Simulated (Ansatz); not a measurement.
Start from `[NH2][SnH]([OH])[Cl]` and change one element to get `[NH2][SnH]([OH])[F]`.

Ansatz, PBE0-D4/def2-TZVP geometries, multiplicity 1. Each molecule was computed in one conformer, which needn't be the lowest.

Elements past krypton have def2 core potentials.

| property | `[NH2][SnH]([OH])[Cl]` |
| --- | --- |
| zero-point energy (PBE0-D4/def2-TZVP) / kJ/mol | 122.4 |
| HOMO energy (PBE0/def2-TZVPP) / eV | -7.97 |
| ideal-gas entropy at 298 K and 1 bar (rigid rotor, harmonic PBE0-D4/def2-TZVP) / J/(mol·K) | 359 |
| LUMO energy (PBE0/def2-TZVPP) / eV | -0.96 |
| size of the dipole moment (ωB97M-V/def2-TZVPP) / D | 1.15 |
| HOMO–LUMO gap (B3LYP/def2-TZVPP) / eV | 6.40 |

Problem. Give the same properties after the change, and the shifts. (An estimate is asked.)

Solution. Computed: 
| property | `[NH2][SnH]([OH])[F]` | shift |
| --- | --- | --- |
| zero-point energy (PBE0-D4/def2-TZVP) / kJ/mol | 124.0 | 1.6 |
| HOMO energy (PBE0/def2-TZVPP) / eV | -8.05 | -0.08 |
| ideal-gas entropy at 298 K and 1 bar (rigid rotor, harmonic PBE0-D4/def2-TZVP) / J/(mol·K) | 348 | -11 |
| LUMO energy (PBE0/def2-TZVPP) / eV | -0.80 | 0.16 |
| size of the dipole moment (ωB97M-V/def2-TZVPP) / D | 1.30 | 0.15 |
| HOMO–LUMO gap (B3LYP/def2-TZVPP) / eV | 6.62 | 0.22 |

With PBE0 the HOMO falls by 0.08 eV and the LUMO rises by 0.16 eV, so the gap widens by about 0.24 eV. PBE moves the HOMO by -0.02 eV and ωB97M-V by -0.14 eV. Dipoles are sizes alone; their direction can turn.

B3LYP here is the variant with VWN-RPA as its local correlation; programs differ in this.
